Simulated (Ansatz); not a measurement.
`B1OCSS1`, relaxed with RKS PBE0-D4/def2-TZVP in Ansatz from a PBE-D4/def2-SVP geometry. The force threshold is 0.005 eV/Å; the program also tests the step.

Total charge 0; spin multiplicity 1.

Start:

```xyz
8

B     0.015    1.174    0.656
O     0.212   -0.149    0.927
C    -0.001   -1.059   -0.139
S     0.432   -0.286   -1.756
S    -0.179    1.652   -1.083
H    -0.063    1.989    1.546
H    -1.069   -1.374   -0.133
H     0.653   -1.946   -0.018
```

| step | energy (eV) | largest force (eV/Å) | largest move (Å) |
| --- | --- | --- | --- |
| 1 | -25472.0123 | 0.733 | 0.000 |
| 2 | -25472.0636 | 0.236 | 0.029 |
| 3 | -25472.0683 | 0.151 | 0.028 |
| 4 | -25472.0704 | 0.059 | 0.019 |
| 5 | -25472.0707 | 0.041 | 0.004 |
| 6 | -25472.0708 | 0.057 | 0.008 |
| 7 | -25472.0709 | 0.026 | 0.002 |
| 8 | -25472.0709 | 0.007 | 0.005 |
| 9 | -25472.0710 | 0.010 | 0.001 |
| 10 | -25472.0710 | 0.001 | 0.000 |

End:

```xyz
8

B     0.012    1.160    0.654
O     0.216   -0.151    0.924
C    -0.001   -1.049   -0.143
S     0.439   -0.269   -1.718
S    -0.198    1.609   -1.081
H    -0.050    1.967    1.525
H    -1.054   -1.343   -0.143
H     0.636   -1.925   -0.019
```

Hardware: 2 threads of an Intel Xeon 6975P-C on a shared host. Wall time 33 s, peak host memory 0.48 GiB.
